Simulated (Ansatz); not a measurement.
Ansatz (a program for electronic structure) job for C₃H₅O₂, SMILES CCO[C]=O, multiplicity 2, PBE-D3(BJ)/def2-SVP. 

Ansatz 0.2 input:
```yaml
crystal:
  periodic: [false, false, false]
  atoms:
    - {symbol: C, position_ang: [-1.77124811, -0.14407366, 0.10131835]}
    - {symbol: C, position_ang: [-0.49308586, -0.74910821, 0.62444672]}
    - {symbol: O, position_ang: [0.53006689, 0.26347811, 0.81608219]}
    - {symbol: C, position_ang: [1.20538822, 0.63287098, -0.23713421]}
    - {symbol: O, position_ang: [1.14226648, 0.26902115, -1.36492274]}
    - {symbol: H, position_ang: [-1.62271030, 0.28304379, -0.90085507]}
    - {symbol: H, position_ang: [-2.13677614, 0.64521078, 0.77414176]}
    - {symbol: H, position_ang: [-2.54714143, -0.92113382, 0.02747320]}
    - {symbol: H, position_ang: [-0.62482342, -1.19357988, 1.61958641]}
    - {symbol: H, position_ang: [-0.09354106, -1.51166962, -0.06140717]}
basis:
  gaussian:
    orbitals: def2-SVP
hamiltonian:
  xc: pbe
  dispersion: d3bj
magnetization: {spin_polarized: true, initial_magnetization: 1}
relax: {f_tol: 0.002, max_steps: 200}
```

Log of the run:

```
WARN ansatz: RAYON_NUM_THREADS=1 ignored (pool sized by the plan → 1); use --threads N
Functional definition: PBE
integrals: 0.04 GiB planned
1050 factors; their error is unknown
mean field: 0.30 GiB planned
mean field evaluation 1: about -7262.7423 eV, gradient 4.4e1 eV
mean field evaluation 2: about -7244.4468 eV, gradient 7.9e1 eV
mean field evaluation 4: about -7271.0111 eV, gradient 6.4e0 eV
mean field evaluation 8: about -7271.1734 eV, gradient 2.3e-1 eV
mean field evaluation 16: about -7271.1266 eV, gradient 1.7e-4 eV
mean field -7271.12659377 eV, -267.2089737745 hartree, gradient 3.9e-5 eV, S^2 0.752027; 0 other end points of the search recorded, 0 dependent functions left out
the calculation of the forces begins
reference -7271.12662163 eV, -267.2089747983 hartree; 20, 19 occupied and 75, 76 virtual orbitals, 1050 factors
relax step   1: F+E_penalty+E_count = -7271.30085988 eV  Δ(F+E_penalty+E_count) = +0.000e0 eV  max|allowed force component| = 1.395e0 eV/Å  Δτ_max = 0.0000 Å  (31 SCF iters, accepted)
these checks for a lower state are left out or cut short: starts, cluster_reference, orbital_swaps, neighbouring_geometries, increment
integrals: 0.04 GiB planned
1050 factors; their error is unknown
mean field: 0.30 GiB planned
mean field -7271.15502920 eV, -267.2100187573 hartree, gradient 7.9e-6 eV, S^2 0.752085; 0 other end points of the search recorded, 0 dependent functions left out
the calculation of the forces begins
reference -7271.15505715 eV, -267.2100197842 hartree; 20, 19 occupied and 75, 76 virtual orbitals, 1050 factors
relax step   2: F+E_penalty+E_count = -7271.32828989 eV  Δ(F+E_penalty+E_count) = -2.743e-2 eV  max|allowed force component| = 2.571e-1 eV/Å  Δτ_max = 0.0222 Å  (34 SCF iters, accepted)
these checks for a lower state are left out or cut short: starts, cluster_reference, orbital_swaps, neighbouring_geometries, increment
integrals: 0.04 GiB planned
1050 factors; their error is unknown
mean field: 0.30 GiB planned
mean field evaluation 32: about -7271.1588 eV, gradient 9.8e-6 eV
mean field -7271.15881112 eV, -267.2101577404 hartree, gradient 9.8e-6 eV, S^2 0.752102; 0 other end points of the search recorded, 0 dependent functions left out
the calculation of the forces begins
reference -7271.15883911 eV, -267.2101587689 hartree; 20, 19 occupied and 75, 76 virtual orbitals, 1050 factors
relax step   3: F+E_penalty+E_count = -7271.33172618 eV  Δ(F+E_penalty+E_count) = -3.436e-3 eV  max|allowed force component| = 1.073e-1 eV/Å  Δτ_max = 0.0059 Å  (36 SCF iters, accepted)
these checks for a lower state are left out or cut short: starts, cluster_reference, orbital_swaps, neighbouring_geometries, increment
integrals: 0.04 GiB planned
1050 factors; their error is unknown
mean field: 0.30 GiB planned
mean field -7271.15839060 eV, -267.2101422862 hartree, gradient 1.7e-5 eV, S^2 0.752098; 0 other end points of the search recorded, 0 dependent functions left out
the calculation of the forces begins
reference -7271.15841857 eV, -267.2101433144 hartree; 20, 19 occupied and 75, 76 virtual orbitals, 1050 factors
relax step   4: F+E_penalty+E_count = -7271.33139120 eV  Δ(F+E_penalty+E_count) = +3.350e-4 eV  max|allowed force component| = 1.414e-1 eV/Å  Δτ_max = 0.0074 Å  (35 SCF iters, rejected (line search))
these checks for a lower state are left out or cut short: starts, cluster_reference, orbital_swaps, neighbouring_geometries, increment
integrals: 0.04 GiB planned
1050 factors; their error is unknown
mean field: 0.30 GiB planned
mean field -7271.15930202 eV, -267.2101757804 hartree, gradient 1.2e-5 eV, S^2 0.752102; 0 other end points of the search recorded, 0 dependent functions left out
the calculation of the forces begins
reference -7271.15933002 eV, -267.2101768094 hartree; 20, 19 occupied and 75, 76 virtual orbitals, 1050 factors
relax step   5: F+E_penalty+E_count = -7271.33224601 eV  Δ(F+E_penalty+E_count) = -5.198e-4 eV  max|allowed force component| = 1.913e-2 eV/Å  Δτ_max = 0.0035 Å  (36 SCF iters, accepted)
these checks for a lower state are left out or cut short: starts, cluster_reference, orbital_swaps, neighbouring_geometries, increment
integrals: 0.04 GiB planned
1050 factors; their error is unknown
mean field: 0.30 GiB planned
mean field -7271.15929232 eV, -267.2101754238 hartree, gradient 1.7e-5 eV, S^2 0.752102; 0 other end points of the search recorded, 0 dependent functions left out
the calculation of the forces begins
reference -7271.15932032 eV, -267.2101764528 hartree; 20, 19 occupied and 75, 76 virtual orbitals, 1050 factors
relax step   6: F+E_penalty+E_count = -7271.33227283 eV  Δ(F+E_penalty+E_count) = -2.682e-5 eV  max|allowed force component| = 5.999e-3 eV/Å  Δτ_max = 0.0020 Å  (26 SCF iters, accepted)
these checks for a lower state are left out or cut short: starts, cluster_reference, orbital_swaps, neighbouring_geometries, increment
integrals: 0.04 GiB planned
1050 factors; their error is unknown
mean field: 0.30 GiB planned
mean field -7271.15927187 eV, -267.2101746725 hartree, gradient 4.3e-5 eV, S^2 0.752102; 0 other end points of the search recorded, 0 dependent functions left out
the calculation of the forces begins
reference -7271.15929987 eV, -267.2101757014 hartree; 20, 19 occupied and 75, 76 virtual orbitals, 1050 factors
relax step   7: F+E_penalty+E_count = -7271.33227529 eV  Δ(F+E_penalty+E_count) = -2.456e-6 eV  max|allowed force component| = 2.079e-3 eV/Å  Δτ_max = 0.0009 Å  (23 SCF iters, accepted)
these checks for a lower state are left out or cut short: starts, cluster_reference, orbital_swaps, neighbouring_geometries, increment
integrals: 0.04 GiB planned
1050 factors; their error is unknown
mean field: 0.30 GiB planned
mean field -7271.15927643 eV, -267.2101748401 hartree, gradient 1.9e-5 eV, S^2 0.752102; 0 other end points of the search recorded, 0 dependent functions left out
the calculation of the forces begins
reference -7271.15930443 eV, -267.2101758690 hartree; 20, 19 occupied and 75, 76 virtual orbitals, 1050 factors
relax step   8: F+E_penalty+E_count = -7271.33227557 eV  Δ(F+E_penalty+E_count) = -2.771e-7 eV  max|allowed force component| = 2.036e-3 eV/Å  Δτ_max = 0.0002 Å  (22 SCF iters, accepted)
these checks for a lower state are left out or cut short: starts, cluster_reference, orbital_swaps, neighbouring_geometries, increment
integrals: 0.04 GiB planned
1050 factors; their error is unknown
mean field: 0.30 GiB planned
mean field evaluation 64: about -7271.1593 eV, gradient 1.4e-5 eV
mean field -7271.15927606 eV, -267.2101748263 hartree, gradient 1.4e-5 eV, S^2 0.752102; 0 other end points of the search recorded, 0 dependent functions left out
the calculation of the forces begins
reference -7271.15930405 eV, -267.2101758552 hartree; 20, 19 occupied and 75, 76 virtual orbitals, 1050 factors
relax step   9: F+E_penalty+E_count = -7271.33227560 eV  Δ(F+E_penalty+E_count) = -3.128e-8 eV  max|allowed force component| = 1.058e-3 eV/Å  Δτ_max = 0.0001 Å  (21 SCF iters, accepted)
integrals: 0.04 GiB planned
1050 factors; their error is unknown
mean field: 0.30 GiB planned
mean field -7271.15927606 eV, -267.2101748263 hartree, gradient 1.4e-5 eV, S^2 0.752102; 1 other end points of the search recorded, 0 dependent functions left out
the calculation of the forces begins
reference -7271.15930405 eV, -267.2101758552 hartree; 20, 19 occupied and 75, 76 virtual orbitals, 1050 factors
Total energy: -7271.33230360 eV, -267.2165334711 hartree
Atom 0 at    -1.780205    -0.144506     0.102007 Å, force     0.000179     0.000108     0.000014 eV/Å
Atom 1 at    -0.498464    -0.757309     0.627772 Å, force    -0.000143    -0.000092     0.000008 eV/Å
Atom 2 at     0.543917     0.273414     0.827206 Å, force    -0.000006     0.000127    -0.000317 eV/Å
Atom 3 at     1.223362     0.642212    -0.240018 Å, force    -0.000103    -0.000386    -0.000773 eV/Å
Atom 4 at     1.157287     0.271860    -1.381544 Å, force     0.000030     0.000300     0.001058 eV/Å
Atom 5 at    -1.629448     0.283715    -0.908207 Å, force    -0.000036     0.000012     0.000009 eV/Å
Atom 6 at    -2.148537     0.651936     0.778131 Å, force     0.000004    -0.000015    -0.000013 eV/Å
Atom 7 at    -2.564925    -0.924902     0.027256 Å, force     0.000008    -0.000039     0.000025 eV/Å
Atom 8 at    -0.625693    -1.202908     1.632265 Å, force     0.000048    -0.000015     0.000013 eV/Å
Atom 9 at    -0.088898    -1.519451    -0.066138 Å, force     0.000019     0.000000    -0.000024 eV/Å
Dipole moment:    -0.455920    -0.280975     0.252626 e Å
```

The run converged.

Cost: roughly 30 core-seconds.
